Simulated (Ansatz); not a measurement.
```xyz
19

O     1.182   -1.167   -2.613
Al    1.354    0.106   -1.515
O     2.546    1.283   -1.737
O     1.396   -0.627    0.173
C     0.444   -0.696    0.992
C     0.786   -1.471    2.272
F     1.765   -0.847    2.922
F    -0.262   -1.567    3.089
F     1.193   -2.697    1.968
C    -0.816   -0.133    0.841
C    -1.095    0.619   -0.292
C    -2.461    1.304   -0.436
F    -2.296    2.624   -0.460
F    -3.275    1.004    0.574
F    -3.042    0.929   -1.568
O    -0.316    0.836   -1.256
H     1.732   -1.279   -3.384
H     2.725    2.035   -1.180
H    -1.561   -0.255    1.609
```

Total charge 0; spin multiplicity 1.

**Question.** List the ωB97M-V/def2-TZVPP orbital energies in eV (the Gaussian-basis code of Ansatz). (Best estimate.)

**Answer.** Computed: Occupied: -1531.98, -679.50, -679.50, -679.39, -679.39, -679.38, -679.38, -528.05, -528.05, -525.30, -525.18, -289.28, -289.28, -285.96, -285.96, -282.85, -116.55, -76.17, -76.12, -76.05, -40.52, -40.52, -38.09, -38.09, -38.02, -38.02, -34.37, -33.79, -29.78, -29.51, -26.67, -25.03, -23.98, -22.15, -21.45, -20.43, -20.31, -20.27, -20.27, -19.58, -19.04, -18.29, -17.38, -17.12, -16.91, -16.74, -16.70, -16.55, -16.38, -15.98, -15.91, -15.86, -15.78, -15.41, -15.14, -15.13, -15.13, -15.05, -14.91, -13.53, -12.13, -12.05, -11.91, -11.61, -11.20, -10.87. Lowest empty: -1.40, 1.90, 2.35, 2.83, 3.13, 3.34, 3.74, 4.60.
